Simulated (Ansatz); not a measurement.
C₂H₆N, SMILES [NH+](C)=C, charge +1.

Geometry: B3LYP-D3(BJ)/def2-TZVP. The isomer is the one that the SMILES or the coordinates give; other isomers of the formula were not compared.

Two levels are set side by side: PBE/def2-SVPD (Ansatz, a first-principles code) and CAM-B3LYP/def2-SVPD (Ansatz). Energy differences of separate SCF runs at the same geometry; the states with an electron removed or added have multiplicity 2 and 2. Differences are taken from unrounded values.

| quantity | PBE |
|---|---|
| vertical ionisation energy (eV) | 18.51 |
| vertical electron affinity (eV) | 5.33 |
| vertical singlet–triplet gap (eV) | 5.17 |

Task: These are the PBE values. What does CAM-B3LYP give? (The exact figures need the calculation; the answer reports its results.)

Result: 
```
quantity                           CAM-B3LYP  PBE minus CAM-B3LYP
---------------------------------  ---------  -------------------
vertical ionisation energy (eV)        18.77                -0.26
vertical electron affinity (eV)         5.46                -0.13
vertical singlet–triplet gap (eV)       5.16                 0.01
```
